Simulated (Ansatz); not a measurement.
Mulliken charges of `C[O][Cd][OH]` from r2SCAN/def2-TZVPP in Ansatz (PBE0-D4/def2-TZVP geometry).

| atom | x (Å) | y (Å) | z (Å) | charge (e) |
| --- | --- | --- | --- | --- |
| C1 | -1.563 | -0.243 | 0.424 | 0.059 |
| O2 | -0.301 | -0.129 | 1.018 | -0.589 |
| Cd3 | 1.304 | 0.294 | -0.022 | 0.816 |
| O4 | 2.963 | 0.831 | -0.913 | -0.607 |
| H5 | -2.292 | -0.476 | 1.210 | 0.045 |
| H6 | -1.622 | -1.051 | -0.321 | 0.038 |
| H7 | -1.899 | 0.683 | -0.065 | 0.040 |
| H8 | 3.409 | 0.091 | -1.331 | 0.198 |

Problem. By hand: the dipole of these point charges (1 e Å = 4.8032 D).

Solution. Σ q r = (-0.215, -0.219, -0.262) e Å, of length 0.404 e Å = 1.94 D.

Problem. How does the dipole of the full density compare? (Estimate.)

Solution. Computed: (-0.076, -0.252, -0.225) e Å, 1.66 D; the point charges give 1.17 times that, at 21° from its direction.

Point charges leave out the atoms' own dipoles, such as those of lone pairs, and Mulliken's split depends on the basis, so the two needn't agree.
